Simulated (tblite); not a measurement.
Isomers of C7H7N3S. Level: GFN2-xTB in tblite, geometry and Hessian alike; calculated harmonic values, unscaled, isolated species. Against measured fundamentals such values can be off by several per cent, at times by over 20. One conformer each.

Electronic energies: GFN2-xTB at the same geometries; isomer energies are rough at this level and their order can be wrong.

```json
{"SMILES": "CSc1cccc2cnnn12", "electronic energy, lowest = 0 (kcal/mol)": "2.6"}
{"SMILES": "CSc1cnnc(C#N)c1C", "electronic energy, lowest = 0 (kcal/mol)": "31.6"}
{"SMILES": "CSc1nnn2ccccc12", "electronic energy, lowest = 0 (kcal/mol)": "0.0"}
```

Problem. How do GFN2-xTB zero-point energies change the relative energies?

Solution. 
```
          SMILES  ZPE (kcal/mol)  of it from modes above 1550 cm⁻¹  electronic (kcal/mol)  with ZPE, lowest = 0 (kcal/mol)  lowest mode (cm⁻¹)  rings
 CSc1nnn2ccccc12            81.9                              33.2                    0.0                              0.0                  51      2
 CSc1cccc2cnnn12            81.8                              33.3                    2.6                              2.5                  61      2
CSc1cnnc(C#N)c1C            79.9                              33.8                   31.6                             29.7                  48      1
```

The zero-point energies span 2.0 kcal/mol, from `CSc1cnnc(C#N)c1C` to `CSc1nnn2ccccc12`. The order is unchanged.

Problem. What do entropy and thermal enthalpy add at 298.15 K and 1 bar (rigid rotor, harmonic oscillator, one conformer each)?

Solution. 
```csv
SMILES,point group,symmetry number,S (cal/(mol K)),H − H(0) (kcal/mol),ZPE + H − H(0) − TS (kcal/mol)
CSc1nnn2ccccc12,Cs,1,98.0,6.66,59.3
CSc1cccc2cnnn12,C1,1,96.6,6.57,59.6
CSc1cnnc(C#N)c1C,Cs,1,105.3,7.68,56.2
```
